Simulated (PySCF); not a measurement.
## Mayer bond orders and bond lengths

C7H8S.
Numbering: `[CH3:1][S:2][c:3]1[cH:4][cH:5][cH:6][cH:7][cH:8]1` (hydrogens: H9, H10, H11 on C1; H12 on C4; H13 on C5; H14 on C6; H15 on C7; H16 on C8)

Cartesian coordinates in Å at the PBE0-D3(BJ)/def2-TZVP level; atoms count from 1:
```
atom  x, y, z in Å
C1    -2.6787   -0.7412   -0.9117
S2    -1.9132    0.8708   -0.7640
C3    -0.3108    0.5033   -0.1529
C4     0.1305   -0.7726    0.1857
C5     1.4189   -0.9587    0.6677
C6     2.2804    0.1143    0.8209
C7     1.8398    1.3881    0.4841
C8     0.5600    1.5845    0.0005
H9    -3.6673   -0.5597   -1.3340
H10   -2.1192   -1.3871   -1.5895
H11   -2.7961   -1.2244    0.0592
H12   -0.5226   -1.6286    0.0804
H13    1.7467   -1.9594    0.9256
H14    3.2845   -0.0373    1.1980
H15    2.5015    2.2393    0.5968
H16    0.2254    2.5817   -0.2643
```

Bond orders from the PBE0/pcSseg-2 density (PySCF). One conformer (not necessarily the lowest) at the PBE0-D3(BJ)/def2-TZVP geometry, without solvent, vibrations or thermal averaging.

(1) Where do the orders between heavy atoms depart from those drawn in the SMILES?

(2) Set the Mayer orders of the bonds between heavy atoms beside their lengths.

## Answers

(1) The largest departure is 0.182, at C3–C4 (drawn aromatic, 1.318), counting aromatic bonds as 1.5. The bonds drawn aromatic range from 1.32 to 1.46.

(2) 
```json
{"bond": "C1–S2", "drawn as": "single", "length (Å)": "1.791", "Mayer order": "0.967"}
{"bond": "S2–C3", "drawn as": "single", "length (Å)": "1.754", "Mayer order": "1.075"}
{"bond": "C3–C4", "drawn as": "aromatic", "length (Å)": "1.392", "Mayer order": "1.318"}
{"bond": "C4–C5", "drawn as": "aromatic", "length (Å)": "1.388", "Mayer order": "1.407"}
{"bond": "C5–C6", "drawn as": "aromatic", "length (Å)": "1.385", "Mayer order": "1.440"}
{"bond": "C6–C7", "drawn as": "aromatic", "length (Å)": "1.389", "Mayer order": "1.396"}
{"bond": "C7–C8", "drawn as": "aromatic", "length (Å)": "1.382", "Mayer order": "1.459"}
{"bond": "C8–C3", "drawn as": "aromatic", "length (Å)": "1.397", "Mayer order": "1.399"}
```

By pair of heavy elements: C–S: lowest C1–S2 (0.967, 1.791 Å), highest S2–C3 (1.075, 1.754 Å). C–C: lowest C3–C4 (1.318, 1.392 Å), highest C7–C8 (1.459, 1.382 Å); in 1 of the 15 pairs the longer bond (by over 0.003 Å) has the higher order (by 0.02 or more).

Q: And the bonds to hydrogen?

A: C–H: 0.98 to 1.03 (8 bonds).

Q: Sum the orders of all bonds at each heavy atom with more than one neighbour and set the sums beside the valence in the SMILES.

A: C1 3.929 (drawn 4), S2 2.042 (drawn 2), C3 3.792 (drawn 4), C4 3.754 (drawn 4), C5 3.868 (drawn 4), C6 3.859 (drawn 4), C7 3.881 (drawn 4), C8 3.867 (drawn 4). Orders between atoms that aren't bonded are not in these sums.

The Mayer order sums products of elements of PS (density times overlap matrix) between the two atoms' basis functions, so it depends on the basis set.
